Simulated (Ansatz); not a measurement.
Born–Oppenheimer molecular dynamics of C2H12N2Si2 (18 atoms, charge 0, multiplicity 1). It starts from a relaxed structure.

The calculation used Ansatz, RKS PBE/STO-3G.

| Quantity | Value |
| --- | --- |
| ensemble | NVE (velocity Verlet) |
| time step | 0.5 fs |
| steps asked | 133 |
| starting velocities drawn for | 700 K |
| masses | H 3.016 u |
| seed | 378163 |

First frame:

```xyz
18
Properties=species:S:1:pos:R:3
Si 0.011 -0.048 -0.097
N 0.050 0.008 1.707
H -0.952 0.083 2.060
H 0.455 0.950 1.995
H 1.411 0.052 -0.493
N -0.774 1.311 -0.986
C -2.255 1.456 -0.781
H -2.750 0.478 -0.954
H -2.554 1.818 0.237
H -2.664 2.183 -1.516
C -0.111 2.647 -0.797
H -0.518 3.371 -1.536
H -0.253 3.099 0.218
H 0.979 2.543 -0.976
Si -0.976 -1.990 -0.714
H -2.230 -2.200 -0.003
H -1.266 -2.005 -2.140
H -0.106 -3.119 -0.420
```

What does the run give?

The run went to its last step.

```
steps done                                               : 133
time covered                                             : 66.5 fs
mean temperature over the second half                    : 326 K
spread of the potential energy over the second half      : 9.0 meV per atom
mean potential energy of the second half above the start : 43.0 meV per atom
```

The conserved energy stayed within 0.16 meV per atom of its start (net change 0.093 meV per atom), so the integration is sound. Over the second half the temperature averaged 0.47 of the 700 K drawn at the start: a run that starts near a minimum puts about half its kinetic energy into the potential. A run of 0.067 ps of so small a system gives no equilibrium averages. Limits of this set-up: minimal basis.

What happens to the structure?

The same pairs are bonded in the first frame and the last. Pairs count as bonded within 1.25 times the sum of covalent radii (0.12 Å more for H–H). Another seed would give other details.

How do temperature and energy run in time?


| time (fs) | T (K) | potential energy less start (eV) | conserved less start (meV/atom) |
| --- | --- | --- | --- |
| 0 | 700 | 0.000 | 0.00 |
| 2 | 608 | 0.190 | 0.06 |
| 4 | 447 | 0.525 | 0.14 |
| 6 | 376 | 0.672 | 0.14 |
| 8 | 388 | 0.646 | 0.07 |
| 10 | 368 | 0.687 | 0.07 |
| 12 | 320 | 0.788 | 0.14 |
| 14 | 354 | 0.718 | 0.10 |
| 16 | 407 | 0.608 | 0.06 |
| 18 | 406 | 0.610 | 0.09 |
| 20 | 401 | 0.619 | 0.11 |
| 22 | 419 | 0.583 | 0.08 |
| 24 | 401 | 0.619 | 0.06 |
| 26 | 333 | 0.761 | 0.12 |
| 28 | 318 | 0.792 | 0.14 |
| 30 | 387 | 0.649 | 0.07 |
| 32 | 409 | 0.602 | 0.04 |
| 34 | 333 | 0.760 | 0.10 |
| 36 | 260 | 0.913 | 0.14 |
| 38 | 274 | 0.883 | 0.11 |
| 40 | 335 | 0.756 | 0.08 |
| 42 | 376 | 0.672 | 0.09 |
| 44 | 412 | 0.597 | 0.10 |
| 46 | 449 | 0.520 | 0.07 |
| 48 | 435 | 0.549 | 0.07 |
| 50 | 372 | 0.680 | 0.10 |
| 52 | 325 | 0.777 | 0.11 |
| 54 | 310 | 0.808 | 0.08 |
| 56 | 267 | 0.897 | 0.07 |
| 58 | 186 | 1.066 | 0.12 |
| 60 | 170 | 1.099 | 0.16 |
| 62 | 283 | 0.864 | 0.09 |
| 64 | 391 | 0.640 | 0.02 |
| 66 | 374 | 0.676 | 0.07 |

Run time: 24 min on 1 thread of Intel(R) Xeon(R) Processor @ 2.50GHz (Skylake/Cascade Lake), with other jobs on the host, peak memory 0.12 GiB.
